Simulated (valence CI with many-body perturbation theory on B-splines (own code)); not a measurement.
Results of a calculation; reference values are marked as such.
**Ir LXXIII: magnetic and hyperfine properties of the levels**

Level of theory: configuration interaction combined with many-body perturbation theory (CI+MBPT): three valence electrons over a frozen Dirac-Fock core [He], radial functions for each j: 11 s, 11 p, 9 d, 7 f, 5 g, 2 h, 1 i, with the one-electron correlation potential Σ1 (screened to all orders), the two-electron term Σ2, the three-electron term Σ3, Breit, model QED; selected single and double excitations, second order for the rest (own B-spline code, finite nucleus).

The last digits are not significant, and no measured levels were compared; by estimate large intervals hold to a few tenths of a per cent, small ones and those within an open d or f shell to about a per cent.

A/g_I is the dipole constant over the nuclear g factor μ/I (μ in nuclear magnetons, uniformly magnetised nucleus), B/Q the quadrupole constant per barn. Both hold the static response of the core; the bare values leave it out. Large factors of s and p1/2 electrons are usually good to 5 to 10 %; those of open d and f shells near neutrality can be off by tens of per cent, and small factors of p3/2, d and f electrons come from cancelling terms and can be off by a factor of two or in sign, in half-filled shells by more. B is blank for J = 1/2, where it vanishes, and for nearly pure S terms. Energies count from the lowest level.

Levels are named by their leading jj configuration (3d3/2^4 stands for four electrons in 3d with j = 3/2), which in mixed levels can hold well under half, so a name can repeat and another be missing. Letters in brackets count levels of one name in rising energy.

```
                     Level  E (eV)      g  A/g_I (MHz)  A/g_I bare  B/Q (MHz/b)  B/Q bare
        (2s^2 2p1/2) J=1/2       0  0.610      9280000     9250000                       
        (2s 2p1/2^2) J=1/2     291  2.012     2.79e+07    2.77e+07                       
        (2s^2 2p3/2) J=3/2    1756  1.294       975000      995000      1950000   1950000
(2s 2p1/2 2p3/2) J=3/2 [a]    1961  1.613      6610000     6570000      1530000   1530000
    (2s 2p1/2 2p3/2) J=5/2    2003  1.299      8050000     8000000      1720000   1720000
    (2s 2p1/2 2p3/2) J=1/2    2080  1.272    -1.08e+07   -1.06e+07                       
(2s 2p1/2 2p3/2) J=3/2 [b]    2082  0.971        16400       64300       961000    963000
     (2p1/2^2 2p3/2) J=3/2    2383  1.306       912000      954000      1880000   1890000
        (2s 2p3/2^2) J=5/2    3735  1.414      6420000     6380000       219000    219000
        (2s 2p3/2^2) J=1/2    3851  1.917     2.82e+07    2.79e+07                       
        (2s 2p3/2^2) J=3/2    3851  1.164     -4480000    -4390000      -170000   -171000
     (2p1/2 2p3/2^2) J=3/2    4086  1.430      -749000     -688000        86400     86500
     (2p1/2 2p3/2^2) J=5/2    4109  1.157      2610000     2630000        -5380     -5380
     (2p1/2 2p3/2^2) J=1/2    4171  0.610      9320000     9260000                       
           (2p3/2^3) J=3/2    5888  1.283       942000      982000     -1970000  -1980000
           (2s^2 3s) J=1/2   11673  1.979      8320000     8250000                       
        (2s^2 3p1/2) J=1/2   11769  0.655      2810000     2800000                       
   (2s 2p1/2 3s) J=1/2 [a]   11868  2.347     1.60e+07    1.59e+07                       
       (2s 2p1/2 3s) J=3/2   11897  1.523     1.53e+07    1.51e+07      -130000   -130000
   (2s 2p1/2 3s) J=1/2 [b]   11930  0.686     1.44e+07    1.43e+07                       
(2s 2p1/2 3p1/2) J=1/2 [a]   11948  0.258     -1590000    -1540000                       
    (2s 2p1/2 3p1/2) J=3/2   11978  1.079     1.35e+07    1.34e+07      -128000   -128000
(2s 2p1/2 3p1/2) J=1/2 [b]   12027  1.900     2.85e+07    2.82e+07                       
        (2p1/2^2 3s) J=1/2   12215  1.977      7940000     7860000                       
        (2s^2 3p3/2) J=3/2   12287  1.317       315000      322000       600000    601000
     (2p1/2^2 3p1/2) J=1/2   12291  0.641      2780000     2770000                       
        (2s^2 3d3/2) J=3/2   12348  0.783       192000      191000       114000    115000
(2s 2p1/2 3p3/2) J=3/2 [a]   12480  1.384      1260000     1260000       591000    592000
        (2s^2 3d5/2) J=5/2   12483  1.197       880000      873000       185000    186000
    (2s 2p1/2 3p3/2) J=5/2   12516  1.296      6880000     6820000       420000    420000
(2s 2p1/2 3p3/2) J=3/2 [b]   12518  1.240      4250000     4230000       223000    223000
    (2s 2p1/2 3p3/2) J=1/2   12522  1.334    -1.19e+07   -1.17e+07                       
(2s 2p1/2 3d3/2) J=3/2 [a]   12529  0.572     -2360000    -2320000       117000    118000
    (2s 2p1/2 3d3/2) J=5/2   12562  0.996      7570000     7500000        -4360     -3760
(2s 2p1/2 3d3/2) J=3/2 [b]   12580  1.145      7560000     7490000       115000    115000
    (2s 2p1/2 3d3/2) J=1/2   12584  0.438    -1.22e+07   -1.21e+07                       
(2s 2p1/2 3d5/2) J=5/2 [a]   12677  1.296      1740000     1720000       129000    130000
    (2s 2p1/2 3d5/2) J=7/2   12708  1.216      5430000     5380000        -7890     -7110
(2s 2p1/2 3d5/2) J=5/2 [b]   12720  1.075       607000      608000       212000    213000
    (2s 2p1/2 3d5/2) J=3/2   12721  1.123     -7130000    -7060000        68000     68500
```

Q: Take the isotope of mass number 191, with I = 3/2, μ = 0.1502 μN and Q = 0.816 b. What is the hyperfine structure of (2s^2 2p3/2) J=3/2?

A: From the table A = 97600 MHz, B = 1590000 MHz. Shifts from the centre of gravity in MHz: F = 0: 1620000, F = 1: 129000, F = 2: -1270000, F = 3: 617000.
